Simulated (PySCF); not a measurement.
Input of an EPR job (settings, then geometry in Å):

```
{"job": {"kind": "epr", "basis": "pcH-1"}, "charge": 0, "multiplicity": 2}
C      3.626613     0.037365    -0.418420
C      2.487545    -0.051421    -0.020611
C      1.184694    -0.152123     0.428335
C      0.086984    -0.058928    -0.422202
C     -1.209290    -0.169001    -0.006504
C     -2.357894    -0.029207    -0.912204
Cl    -3.079366     1.639181    -0.724056
H      4.616576     0.114446    -0.756857
H      1.033256    -0.306844     1.487867
H      0.285181     0.098521    -1.475356
H     -1.427302    -0.301790     1.043649
H     -3.172992    -0.710337    -0.673209
H     -2.078393    -0.109376    -1.961120
```

Computed, not measured: PySCF 2.14.0, UKS B3LYP, pcH-1 on C Cl H, non-relativistic, mean-field spin-orbit, GIAO. One conformer (not necessarily the lowest) at the GFN2-xTB geometry, without solvent, vibrations or thermal averaging. A GFN2-xTB geometry isn't a minimum of the functional, and hyperfine couplings can be far from their values at a DFT geometry.

Output of the driver script. Atoms in this output count from 0.

```
UKS, coarse grid
  cycle   1  E = -692.31393009  |g| = 2.92e-01
  cycle   2  E = -692.32114991  |g| = 2.61e-01
  cycle   3  E = -692.35553903  |g| = 6.78e-02
  cycle   4  E = -692.35729182  |g| = 3.97e-02
  cycle   5  E = -692.35820189  |g| = 9.98e-03
  cycle   6  E = -692.35829590  |g| = 5.66e-03
  cycle   7  E = -692.35833745  |g| = 1.87e-03
  cycle   8  E = -692.35834380  |g| = 1.40e-03
  cycle   9  E = -692.35834487  |g| = 7.50e-04
UKS, final grid
  cycle   1  E = -692.35834197  |g| = 1.66e-03
  cycle   2  E = -692.35833515  |g| = 4.02e-03
  cycle   3  E = -692.35834347  |g| = 1.06e-04
  cycle   4  E = -692.35834348  |g| = 7.91e-05
  cycle   5  E = -692.35834350  |g| = 5.60e-05
  cycle   6  E = -692.35834350  |g| = 1.08e-05
E = -692.35834350 Eh   <S^2> = 0.7821 (exact 0.7500)
g shifts (ppm)      1          2          3
  rmc          -159       -159       -159
  gc             20         -1         28
  oz_so        -633        163       1166
  total        -772          3       1036
hyperfine (MHz)  atom isotope    a_iso     a_fc   dipolar eigenvalues
    0   13C      30.71      30.75    -31.04    -23.07     54.11
    1   13C     -48.23     -48.25    -16.29     -0.38     16.67
    2   13C      49.35      49.42    -44.90    -44.06     88.96
    3   13C     -42.84     -42.87    -26.51     11.01     15.50
    4   13C      44.15      44.16    -40.83    -39.64     80.47
    5   13C      -9.54      -9.50     -1.93     -0.04      1.98
    6  35Cl      24.64      24.20    -13.39    -12.69     26.08
    7    1H     -29.07     -29.07    -13.72     -1.20     14.92
    8    1H     -37.69     -37.69    -18.18     -1.81     19.99
    9    1H      11.04      11.04     -4.08     -2.25      6.33
   10    1H     -30.95     -30.96    -16.18     -2.01     18.19
   11    1H      23.49      23.51     -3.25     -1.47      4.71
   12    1H       3.05       3.07     -2.79     -1.79      4.58
```

|g| in the SCF lines is the orbital gradient. In the g block, columns 1 to 3 are the principal axes in rising order; rmc is the relativistic mass correction, gc the gauge correction and oz_so the orbital-Zeeman/spin–orbit term. a_fc is the Fermi-contact part of a_iso, the rest being spin–orbit.

(1) Is the state sound, as far as the log shows?

(2) What are the principal g values and g_iso?

(3) Which couplings shape the isotropic spectrum at natural abundance (0.05 mT or more)? Keep the log's numbering.

Results:

(1) The SCF converged after 15 cycles in all, 9 of them on the coarse grid; no stability test was run. The unrestricted determinant has ⟨S²⟩ = 0.7821 (exact 0.7500), 4.3 % above the value of a pure doublet state.

(2) Adding the total shifts to 2.002319 gives 2.00155, 2.00232, 2.00336; their mean shift is 89 ppm, so g_iso = 2.00241.

(3) atom 8 (1H, I = 1/2): -37.7 MHz = 1.34 mT in magnitude, a 1:1 doublet; atom 10 (1H, I = 1/2): -30.9 MHz = 1.10 mT in magnitude, a 1:1 doublet; atom 7 (1H, I = 1/2): -29.1 MHz = 1.04 mT in magnitude, a 1:1 doublet; atom 6 (35Cl, I = 3/2): 24.6 MHz = 0.88 mT in magnitude, a 1:1:1:1 quartet; atoms 11, 12 (1H, I = 1/2): mean 13.3 MHz = 0.47 mT in magnitude, a 1:2:1 triplet; atom 9 (1H, I = 1/2): 11.0 MHz = 0.39 mT in magnitude, a 1:1 doublet. Together 192 lines to first order. Nuclei that the bonding pattern makes equivalent are averaged, as if the motion that swaps them (rotation, inversion, ring flip) were fast. The 1H value of +13.3 MHz is a mean of couplings from 3.1 to 23.5 MHz in this one geometry, not an average over conformers. Main isotope only: 35Cl (natural samples also hold 24 % 37Cl, magnetic too, which adds its own pattern).

The species is `C#C/C=C/[CH]CCl` [radical]. The run used 245 basis functions and 12 iterations of the response equations. The SMILES `C#C/C=C/[CH]CCl` draws the unpaired electron on C5, whose computed spin population is only +0.50.

Conformer computed: `[CH:1]#[C:2]/[CH:3]=[CH:4]/[CH:5][CH2:6][Cl:7]`: C3–C4–C5–C6 178°, C4–C5–C6–Cl7 -101°.
Labels such as C1 count atoms from 1, the log's own numbers from 0.
